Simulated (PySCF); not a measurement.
# Shapes and spin states of HfFCl

Method: PBE0 in PySCF with Hf def2-TZVP with ECP60, F def2-TZVP, Cl def2-TZVP; scalar-relativistic core potentials, no spin–orbit coupling; density-fitted integrals.

Relaxations began from a few typed shapes and spin states; open shells are unrestricted. The search is not exhaustive: other isomers or separated fragments can lie lower, and high-lying points may rest on an excited occupation.

Problem. Which is the lowest minimum found?
A. triplet C∞v: Hf–Cl 2.377 Å, Hf–F 1.920 Å; Cl–Hf–F 180.0°
B. singlet (closed shell, unstable to spin polarisation) Cs: Hf–Cl 2.315 Å, Hf–F 1.880 Å; Cl–Hf–F 135.4°
C. singlet (closed shell, unstable to spin polarisation) C∞v: Hf–Cl 2.337 Å, Hf–F 1.903 Å; Cl–Hf–F 180.0°
D. triplet Cs: Hf–Cl 2.364 Å, Hf–F 1.908 Å; Cl–Hf–F 147.1°
E. broken-symmetry Ms = 0 (⟨S²⟩ 0.58) Cs: Hf–Cl 2.332 Å, Hf–F 1.890 Å; Cl–Hf–F 139.1°

Solution. E. The others lie at 12.0 (singlet Cs), 20.0 (singlet C∞v, a saddle point), 25.2 (triplet Cs), 28.5 (triplet C∞v, a saddle point) kJ/mol above it.

For the lowest minimum: the determinant is spin-contaminated (⟨S²⟩ = 0.58, pure value 0.00). The spin densities have lower symmetry than the nuclear frame. With an element this heavy the missing spin–orbit coupling can shift these numbers.
